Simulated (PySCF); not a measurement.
A calculated (r2SCAN, PySCF 2.14, aug-cc-pVDZ-DK, scalar relativity by spin-free X2C-1e) atom or ion has these occupied shells.

| shell | electrons | orbital energy (eV) | rms radius, mean of both spins (bohr) |
| --- | --- | --- | --- |
| 1s | 2 | -16.515 | 1.11 |

Name the element and its charge.

He (helium, neutral), in 1s2, closed-shell 1S.
